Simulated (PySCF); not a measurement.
## Interval between two levels of Ge+ by level of theory

Ge+ [Ar] 3d10 4s2 4p1 [2P3/2, M_J = 3/2] → Ge+ [Ar] 3d10 4s2 4d1 [2D5/2, M_J = 5/2], as a difference of total energies. All numbers are calculated (PySCF 2.14, the two-component X2C-1e Hamiltonian, in x2c-TZVPall-2c with one added diffuse shell each of s, p, d type (7s8p5d1f, 63 functions)). Correlated levels: [Ne] frozen. "Screened" scales the spin-orbit matrix elements by Boettger's factors to mimic the two-electron term; Breit and QED terms are absent.

Q: Order these methods by the interval between two levels they give, lowest first.
A. GMP2 (screened spin-orbit)
B. GHF (spin-free)
C. GMP2 (spin-free)
D. GHF (screened spin-orbit)

A: D (71122 cm⁻¹), B (71687 cm⁻¹), A (72451 cm⁻¹), C (73020 cm⁻¹).

The spin-free rows lack the spin-orbit shift.

Errors of the correlated levels include the incompleteness of this basis and the frozen core.

For comparison: 79245 cm⁻¹ (measured; NIST Handbook of Basic Atomic Spectroscopic Data (Sansonetti and Martin, J. Phys. Chem. Ref. Data 34, 1559 (2005))).
